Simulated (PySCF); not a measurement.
# A bond scan of AlBFH2

These are calculations, not measurements. The program is PySCF 2.14.0, an open-source quantum chemistry code, run on an isolated molecule that a program drew, which may never have been made. The molecule is AlBFH2 (charge 0, doublet), drawn as the SMILES string `[BH2][Al][F]`.

The structure below is the HF double-zeta minimum with every atom moved a little at random, so it isn't optimised. Bond B1-H4 is then set to each length in the table by shifting atom 4 along it, with nothing else relaxed.
```xyz
5
AlBFH2, angstrom
B    -2.4298   -0.4026    3.1813
Al   -1.3952   -1.8909    2.0941
F     0.3778   -1.8303    1.9666
H    -2.9591    0.5257    2.5976
H    -2.7569   -0.5755    4.3055
```

E is the energy above the same method's energy at the HF double-zeta minimum. IE is the energy to remove one electron at fixed geometry, to the singlet state of charge +1, as a difference of total energies. The basis family is cc-pV(n+d)Z, with UHF for radicals and no spin-orbit coupling. Best is HF at quadruple zeta, plus MP2 correlation extrapolated from triple and quadruple zeta, plus CCSD(T) minus MP2 at triple zeta, with a frozen core. The other columns are at triple zeta.

```
bond (Å)  E PBE (kcal/mol)  E r2SCAN (kcal/mol)  E CCSD(T) (kcal/mol)  E best (kcal/mol)  IE PBE (eV)  IE r2SCAN (eV)  IE CCSD(T) (eV)  IE best (eV)     T1
  1.2176              2.41                 3.50                  3.77               3.65        8.041           8.179            7.921         7.988  0.025
  1.2526              2.93                 4.16                  4.43               4.34        8.047           8.186            7.929         7.996  0.025
  1.2646              3.23                 4.50                  4.77               4.69        8.049           8.189            7.933         7.999  0.025
  1.2986              4.35                 5.75                  6.03               5.98        8.055           8.196            7.942         8.008  0.025
  1.3196                 ?                    ?                     ?                  ?            ?               ?                ?             ?      ?
  1.6296             26.86                29.55                 29.76              29.89        8.125           8.279            8.032         8.098  0.026
```

T1 is the CCSD diagnostic of the starting molecule.

**Estimate the best E and IE at 1.3196 Å from the other rows.**

A least-squares cubic in the inverse of the bond length through the other values of E best gives 6.96 kcal/mol there. A least-squares quadratic in the bond length through IE best gives 8.013 eV. The calculation gives 6.95 kcal/mol and 8.014 eV, so the fits miss by 0.01 kcal/mol and 0.001 eV. The same recipe one zeta lower moves these two values by 0.28 kcal/mol and 0.04 eV, a gauge of their own error. The rest of the row: E is 5.23 (PBE), 6.71 (r2SCAN), 6.99 (CCSD(T)); IE is 8.060 (PBE), 8.201 (r2SCAN), 7.947 (CCSD(T)); T1 is 0.025.
